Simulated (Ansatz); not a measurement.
Program: Ansatz 0.2.0.

A structure relaxed at PBE0-D4/def2-TZVP, charge 0, multiplicity 1:

| atom | x (Å) | y (Å) | z (Å) |
| --- | --- | --- | --- |
| Ga1 | 0.868 | 1.158 | -0.566 |
| As2 | -0.618 | -0.825 | 0.402 |
| H3 | -0.052 | 1.465 | -1.806 |
| H4 | 0.763 | 2.079 | 0.707 |
| H5 | 2.171 | 0.300 | -0.779 |
| H6 | -0.031 | -2.205 | 0.572 |
| H7 | -1.877 | -1.254 | -0.311 |
| H8 | -1.223 | -0.719 | 1.781 |

**Question.** Give its formula and SMILES.

**Answer.** AsGaH6, `[GaH3-][AsH3+]`.

**Question.** Point group (tolerance 0.08 Å, 0.16 Å for H)?

**Answer.** C3v.

**Question.** Summarise the bond lengths by kind.

**Answer.** 1 × As–Ga 2.660 Å; 3 × Ga–H 1.574 Å; 3 × As–H 1.509 Å.
